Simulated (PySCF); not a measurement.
C3H9NO2Si.
Z-matrix (Å and degrees, GFN2-xTB geometry), rows numbered from 1:
```
C 
O   1  1.3923
Si  2  1.6250  1  125.96
N   3  1.7406  2   97.73  1   179.97
C   4  1.3477  3  116.06  2  -178.86
C   5  1.5105  4  116.30  3   179.38
O   5  1.2137  4  119.70  3    -0.72
H   1  1.0918  2  110.89  3   -56.23
H   1  1.0920  2  110.72  3    64.10
H   1  1.0903  2  108.20  3  -176.10
H   3  1.4600  2  112.02  1   -63.92
H   3  1.4597  2  111.59  1    63.83
H   4  1.0072  3  124.22  2     0.78
H   6  1.0883  5  109.91  4   -57.92
H   6  1.0861  5  109.76  4  -178.43
H   6  1.0884  5  109.62  4    61.37
```

Computed at PBE0/pcSseg-1 (PySCF, non-relativistic), with Q(17O) = −0.0256 b, Q(14N) = 0.02044 b: O2, 17O (I = 5/2): χzz = -10.31 MHz, η = 0.449; N4, 14N (I = 1): χzz = -3.314 MHz, η = 0.531; O7, 17O (I = 5/2): χzz = 9.291 MHz, η = 0.002.

Task: Find the zero-field quadrupole resonance frequencies of 17O at O2.

Result: From the eigenvalues of H = χ/[4I(2I − 1)] × [3Iz² − I(I + 1) + η(Ix² − Iy²)], steps between neighbouring levels, labelled as for η = 0: ±1/2↔±3/2 1.854 MHz, ±3/2↔±5/2 2.984 MHz (silyl ether oxygen).

Task: Find the zero-field quadrupole resonance frequencies of 14N at N4.

Result: From ν± = (3/4)|χ|(1 ± η/3) and ν0 = |χ|η/2: ν+ 2.926 MHz, ν− 2.045 MHz, ν0 0.880 MHz (amide nitrogen).

Task: Where would the pure quadrupole (NQR) lines of 17O at O7 fall for the rigid, isolated species?

Result: From the eigenvalues of H = χ/[4I(2I − 1)] × [3Iz² − I(I + 1) + η(Ix² − Iy²)], steps between neighbouring levels, labelled as for η = 0: ±1/2↔±3/2 1.394 MHz, ±3/2↔±5/2 2.787 MHz (amide oxygen).

In a crystal, neighbours and librations shift these lines. GFN2-xTB bond lengths can be off by several hundredths of an ångström, more for odd bonds, and the gradients follow them. A larger basis could move these couplings by a tenth or more.

One conformer stands for the species.
